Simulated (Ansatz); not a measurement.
Reaction (ligand exchange at a Ge–F bond): `[NH2][Ge][F]` + silanol → `[NH2][Ge][O][SiH3]` + H–F

Calculated with Ansatz (gas phase, PBE0-D4/def2-TZVP geometries, no zero-point term in ΔE). CBS: MP2 limit from def2 TZ/QZ plus the TZ coupled-cluster correction, frozen cores. This one scheme is used for every species. Functionals use def2-TZVPP. B3LYP here is the variant with VWN-RPA as its local correlation; programs differ in this. HSE06 is defined as in plane-wave codes. For Ge outer-core shells are correlated without core-valence functions, which leaves a few kJ/mol of doubt a bond. Scalar relativity is left out up to krypton. One conformer a species, not always the lowest.

`[NH2][Ge][F]`:

Cartesian coordinates in Å:
```
N -0.171 -0.507 -0.348
Ge -0.707 1.051 0.403
F 0.876 1.423 1.097
H -0.773 -1.112 -0.883
H 0.774 -0.854 -0.268
```

`O[SiH3]`:

Cartesian coordinates in Å:
```
O 0.044 -0.802 -0.998
Si 0.074 0.112 0.372
H -0.398 -0.442 -1.767
H 0.769 1.411 0.150
H 0.810 -0.687 1.377
H -1.299 0.407 0.866
```

`[NH2][Ge][O][SiH3]`:

```xyz
9

N    -1.077    2.175    0.075
Ge    0.558    1.451    0.365
O     0.029   -0.227   -0.030
Si    0.744   -1.695   -0.081
H    -1.279    3.156    0.179
H    -1.874    1.626   -0.210
H     0.066   -2.622    0.863
H     0.648   -2.257   -1.455
H     2.185   -1.607    0.295
```

H–F:

```xyz
2

F    -0.296   -0.301    0.184
H     0.296    0.301   -0.184
```

| level | ΔE (kcal/mol) | difference from CCSD(T)/CBS |
| --- | --- | --- |
| BLYP-D4 | 5.9 | 2.4 |
| r2SCANh-D4 | 5.6 | 2.1 |
| HSE06-D4 | 4.9 | 1.4 |
| CAM-B3LYP-D4 | 6.2 | 2.7 |
| B2PLYP | 5.8 | 2.3 |
| revPBE | 7.6 | 4.1 |
| B3LYP | 7.6 | 4.1 |
| r2SCANh | 6.0 | 2.5 |
| r2SCAN0 | 5.6 | 2.1 |
| HF/def2-SVP | 6.1 | 2.6 |
| CCSD/def2-SVP | 4.7 | 1.2 |
| SCS-MP2/def2-TZVPP | 3.7 | 0.2 |
| CCSD(T)/def2-TZVPP | 3.4 | -0.1 |
| HF/def2-QZVPP | 6.8 | 3.3 |
| MP2/def2-QZVPP | 2.7 | -0.8 |
| HF/CBS(def2) | 6.8 | 3.3 |
| CCSD(T)/CBS | 3.5 | 0 |

**Question.** What do rigid-rotor, harmonic-oscillator terms from PBE0-D4/def2-TZVP frequencies (298.15 K, 1 bar) make of the CCSD(T)/CBS value? (An estimate is asked.)

**Answer.** Ansatz gave: ΔZPE = -0.9 kcal/mol, ΔH = +3.4 kcal/mol, ΔS = -13 J/(mol·K), ΔG = +4.3 kcal/mol.

Largest T1 diagnostic among the species: 0.014.

Leaving LDA and LC-ωPBE aside and taking each functional with its dispersion term where it has one, the values, not all of them listed here, spread over 2.4 kcal/mol, from PBE-QIDH to B97M-V. LDA lies −1.6 kcal/mol from PBE without D4. At CCSD(T), def2-SVP lies +0.8 kcal/mol from the extrapolated value and def2-TZVPP −0.1 kcal/mol.
